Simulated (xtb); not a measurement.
Al(NH2)3 (AlH₆N₃), SMILES [NH2][Al]([NH2])[NH2]. All values are semi-empirical tight-binding results from xtb (GFN2-xTB unless named), good for trends rather than for accurate numbers. Coordinates come from a GFN2-xTB optimisation. The values are those of a single conformer.

Optimised geometry:

Bond lengths (Å): Al1–N2 1.780, Al1–N5 1.780, Al1–N8 1.780, N2–H3 1.010, N2–H4 1.010, N5–H6 1.010, N5–H7 1.010, N8–H9 1.010, N8–H10 1.010. Bond angles (°): N2–Al1–N5 120.0, N2–Al1–N8 120.0, N5–Al1–N8 120.0, Al1–N2–H3 125.5, Al1–N2–H4 125.5, H3–N2–H4 109.0, Al1–N5–H6 125.5, Al1–N5–H7 125.5, H6–N5–H7 109.0, Al1–N8–H9 125.5, Al1–N8–H10 125.5, H9–N8–H10 109.0.
Charge 0, spin multiplicity 1.

For metal compounds this method's bond lengths and energies can be far off.

```yaml
point_group_as_xtb_finds_it: D3h
orbital_gap: 4.33 eV
zero_point_energy: 44.3 kcal/mol
G − E(el) at 298.15 K (modified RRHO): 26.0 kcal/mol
```

Computed atomic charges and the Wiberg bond orders between heavy atoms:
charges (e) Al1 0.27, N2 -0.40, H3 0.16, H4 0.16, N5 -0.40, H6 0.16, H7 0.16, N8 -0.40, H9 0.16, H10 0.16. Bond orders Al1–N2 1.26, Al1–N5 1.26, Al1–N8 1.26.
